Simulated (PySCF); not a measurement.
**Do core-level shifts follow atomic charges?**

C3H8N2Si.
Z-matrix (Å and degrees, GFN2-xTB geometry), rows numbered from 1:
```
N 
C   1  1.2546
C   2  1.4899  1  121.06
C   3  1.5429  2  111.64  1   108.00
Si  4  1.9144  3   87.15  2  -111.54
N   3  1.4535  2  115.08  1    -1.78
H   1  1.0177  2  115.76  3  -179.00
H   2  1.1014  1  125.25  3   179.11
H   3  1.0996  2  108.13  1  -126.85
H   4  1.0852  3  112.75  2   130.05
H   4  1.0862  3  113.09  2     6.65
H   5  1.4614  4  117.67  3  -114.60
H   5  1.4644  4  113.78  3   111.29
H   6  1.0070  3  117.71  2   -40.30
```

Binding energies: delta-SCF UKS SCAN, pcX-2 on the ionised atom, pcseg-1 elsewhere, spin-free X2C in PySCF. Charges: PBE0/pcSseg-1 ground-state density, for the ionised atom.

```tsv
atom	environment	C 1s (eV)	Mulliken (e)	IAO (e)	Hirshfeld (e)	ESP (e)
C4	sp3 carbon bound to silicon	289.92	-0.484	-0.551	-0.164	-0.630
C3	sp3 carbon bound to nitrogen	291.47	-0.038	-0.008	+0.010	+0.366
C2	imine carbon	291.78	+0.067	+0.037	+0.051	+0.283
```

Question: Give the correlation coefficient and slope of binding energy on charge for each scheme.

Answer: Hirshfeld: r = 1.00, slope 8.7 eV per e; Mulliken: r = 1.00, slope 3.4 eV per e; IAO: r = 1.00, slope 3.0 eV per e; ESP: r = 0.97, slope 1.8 eV per e. On 3 points no scheme stands out.

Question: The point-charge model writes a binding energy as kq + V + constant, with V the potential of the other atoms' charges at the site. What does it give with the Mulliken charges?

Answer: V = Σ 14.40 eV Å × q/r over all other atoms: +5.81 eV at C4, -1.96 eV at C3, -2.32 eV at C2. Fitting binding energy − V to q gives k = 19.0 eV per e and leaves an rms residual of 0.54 eV, against 0.02 eV for the fit on q alone. The model has no term for differences in relaxation between sites.

The structure is a single GFN2-xTB conformer in the gas phase; no vibrational or solvent corrections.
